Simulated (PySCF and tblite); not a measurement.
The numbers below are computed, except where a source is named.
C6H10O2, numbered as in [O:1]=[CH:2][C@H:3]1[CH2:4][CH2:5][CH2:6][CH2:7][O:8]1.

Conformers came from 90 starts (ETKDG and KDG, MMFF94s, GFN2-xTB); geometries are PBE0-D3(BJ)/def2-SVP. Weights use PBE0-D3(BJ)/def2-TZVP energies plus GFN2-xTB zero-point and thermal terms (modes under about 100 cm⁻¹ blended into free rotors). Symmetry numbers and mirror images are counted. Conformers within 4 kcal/mol (GFN2-xTB free energy) were kept, 5 at most. Couplings: B3LYP/pcSseg-1 with pcJ-1 on H (gas phase; spin-dipole term only for pairs with B, N, F, Si or P). Couplings are for ¹H. Of two unlike H on one atom, a is the less shielded (PBE0/pcSseg-1). Programs: PySCF with density fitting and tblite.

Torsions listed: O1–C2–C3–O8. The 6-ring runs over atoms 3–4–5–6–7–8.

```csv
conformer,shape,weight %
1,6-ring chair (all substituents equatorial); 161°,87.0
2,6-ring chair (C2 axial); 155°,9.3
3,6-ring chair (all substituents equatorial); 3°,2.4
4,6-ring chair (C2 axial); 5°,1.3
```

Dihedral angles along the coupling paths:

| coupling | conformer | dihedral (°) |
| --- | --- | --- |
| ³J(H2,H3) | 1 | 97 |
| ³J(H2,H3) | 2 | 85 |
| ³J(H2,H3) | 3 | -59 |
| ³J(H2,H3) | 4 | -59 |
| ³J(H3,H4b) | 1 | 174 |
| ³J(H3,H4b) | 2 | 69 |
| ³J(H3,H4b) | 3 | 173 |
| ³J(H3,H4b) | 4 | 67 |
| ³J(H3,H4a) | 1 | 58 |
| ³J(H3,H4a) | 2 | -48 |
| ³J(H3,H4a) | 3 | 56 |
| ³J(H3,H4a) | 4 | -49 |
| ³J(H4b,H5b) | 1 | -172 |
| ³J(H4b,H5b) | 2 | -66 |

(1) What are these vicinal couplings in each conformer, and averaged?

Results:

(1) 
```json
{"coupling": "³J(H2,H3)", "conformer": "1", "dihedral (°)": "97", "J (Hz)": "-0.6", "average (Hz)": "-0.6"}
{"coupling": "³J(H2,H3)", "conformer": "2", "dihedral (°)": "85", "J (Hz)": "-0.4", "average (Hz)": "-0.6"}
{"coupling": "³J(H2,H3)", "conformer": "3", "dihedral (°)": "-59", "J (Hz)": "-0.3", "average (Hz)": "-0.6"}
{"coupling": "³J(H2,H3)", "conformer": "4", "dihedral (°)": "-59", "J (Hz)": "-0.2", "average (Hz)": "-0.6"}
{"coupling": "³J(H3,H4b)", "conformer": "1", "dihedral (°)": "174", "J (Hz)": "12.1", "average (Hz)": "11.0"}
{"coupling": "³J(H3,H4b)", "conformer": "2", "dihedral (°)": "69", "J (Hz)": "1.7", "average (Hz)": "11.0"}
{"coupling": "³J(H3,H4b)", "conformer": "3", "dihedral (°)": "173", "J (Hz)": "13.3", "average (Hz)": "11.0"}
{"coupling": "³J(H3,H4b)", "conformer": "4", "dihedral (°)": "67", "J (Hz)": "1.4", "average (Hz)": "11.0"}
{"coupling": "³J(H3,H4a)", "conformer": "1", "dihedral (°)": "58", "J (Hz)": "3.1", "average (Hz)": "3.5"}
{"coupling": "³J(H3,H4a)", "conformer": "2", "dihedral (°)": "-48", "J (Hz)": "6.9", "average (Hz)": "3.5"}
{"coupling": "³J(H3,H4a)", "conformer": "3", "dihedral (°)": "56", "J (Hz)": "2.6", "average (Hz)": "3.5"}
{"coupling": "³J(H3,H4a)", "conformer": "4", "dihedral (°)": "-49", "J (Hz)": "9.1", "average (Hz)": "3.5"}
{"coupling": "³J(H4b,H5b)", "conformer": "1", "dihedral (°)": "-172", "J (Hz)": "14.4", "average (Hz)": "13.1"}
{"coupling": "³J(H4b,H5b)", "conformer": "2", "dihedral (°)": "-66", "J (Hz)": "2.8", "average (Hz)": "13.1"}
```
